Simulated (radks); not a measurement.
The rhodium ion Rh4+, configuration [Kr] 4d5.

All-electron calculation, Dirac Kohn-Sham, PW91, spin-unpolarised, spherical densities, finite nucleus; open shells fill j = l - 1/2 first; Fermi nuclear charge, rms radius 4.4945 fm. Program: a radial shooting solver on a logarithmic mesh with Libxc functionals.

Energy parts (eV):
total: -130120.483
kinetic: 135660.411
electron-nucleus: -312809.524
Hartree: 50780.083
exchange-correlation: -3751.453

Orbitals (lengths in bohr, moments of r in powers of bohr):
orbital,occ.,eigenvalue (eV),<r>
1s1/2,2,-23082.81,0.03263
2s1/2,2,-3392.593,0.1416
2p1/2,2,-3145.509,0.1203
2p3/2,4,-3000.833,0.1252
3s1/2,2,-650.7017,0.3904
3p1/2,2,-553.9829,0.3829
3p3/2,4,-529.0743,0.3937
3d3/2,4,-357.7781,0.3681
3d5/2,6,-352.8628,0.3716
4s1/2,2,-134.9488,0.9663
4p1/2,2,-105.0278,1.034
4p3/2,4,-100.9051,1.061
4d3/2,4,-54.8872,1.302
4d5/2,1,-54.3489,1.313

The highest occupied level is 4d5/2 at -54.349 eV. The electron density at the nucleus is 1.21e+05 e/bohr^3. The density falls to 0.001 e/bohr^3 at r = 2.98 bohr. Summed over all electrons, <r^2> = 22.82 bohr^2, which gives a Langevin (diamagnetic) susceptibility term of -18.1 x 10^-6 cm^3/mol.
